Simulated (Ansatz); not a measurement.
Reaction (redistribution): `F[SiH]1CS1` + `[CH3][GeH2][Cl]` → `C[SiH]1CS1` + `[F][GeH2][Cl]`

Program: Ansatz. Geometries: PBE0-D4/def2-TZVP. ΔE: electronic, gas phase. CBS: MP2 limit from def2 TZ/QZ plus the TZ coupled-cluster correction, frozen cores. DFT in def2-TZVPP. For Ge outer-core shells are correlated without core-valence functions, which leaves a few kJ/mol of doubt a bond. Scalar relativity is left out up to krypton.

`F[SiH]1CS1`:

Cartesian coordinates in Å:
```
F 1.156 1.382 1.172
Si -0.006 0.839 0.234
C -0.080 -0.942 -0.143
S 0.428 0.098 -1.639
H -1.193 1.674 0.471
H 0.720 -1.594 0.194
H -1.025 -1.457 -0.290
```

`[CH3][GeH2][Cl]`:

```xyz
8

C     0.027    0.930   -0.520
Ge    0.088   -0.827    0.300
Cl   -1.152   -0.762    2.073
H     0.404    1.677    0.177
H    -1.001    1.178   -0.786
H     0.641    0.941   -1.423
H     1.497   -1.212    0.777
H    -0.505   -1.924   -0.597
```

`C[SiH]1CS1`:

Z-matrix (Å, degrees):
```
C
Si 1 1.856
H 1 1.092 2 110.6
H 1 1.091 2 110.1 3 119.9
H 1 1.093 2 110.6 3 -119.6
C 2 1.839 1 120.9 3 -150.2
S 2 2.090 1 120.2 3 -83.7
H 2 1.481 1 113.5 3 62.0
H 6 1.086 2 120.0 1 3.0
H 6 1.086 2 120.5 1 -147.5
```

`[F][GeH2][Cl]`:

Cartesian coordinates in Å:
```
F 0.521 1.574 0.329
Ge -0.143 0.000 0.058
Cl 1.369 -1.130 -0.935
H -1.337 0.172 -0.881
H -0.410 -0.617 1.430
```

```
             level  ΔE (kcal/mol)  difference from CCSD(T)/CBS
            PBE-D4           12.8                         -2.7
           BLYP-D4           13.4                         -2.1
         r2SCAN-D4           13.9                         -1.6
           PBE0-D4           13.5                         -2.0
        r2SCANh-D4           14.1                         -1.4
          PBE-QIDH           14.3                         -1.2
            revPBE           12.7                         -2.8
            r2SCAN           13.9                         -1.6
           r2SCAN0           14.5                         -1.0
             BHLYP           14.9                         -0.6
RPA@PBE/def2-TZVPP           14.8                         -0.7
     CCSD/def2-SVP           10.5                         -5.0
SCS-MP2/def2-TZVPP           14.7                         -0.8
   CCSD/def2-TZVPP           15.2                         -0.3
      HF/CBS(def2)           14.5                         -1.0
     MP2/CBS(def2)           15.7                          0.2
       CCSD(T)/CBS           15.5                            0
```

Largest T1 diagnostic among the species: 0.012.

Leaving LDA and LC-ωPBE aside and taking each functional with its dispersion term where it has one, the values, not all of them listed here, spread over 2.4 kcal/mol, from revPBE-D4 to BHLYP-D4. LDA lies +1.0 kcal/mol from PBE without D4. From BLYP to BHLYP (50 % exact exchange), in def2-TZVPP and without D4, ΔE moves by +1.1 kcal/mol.
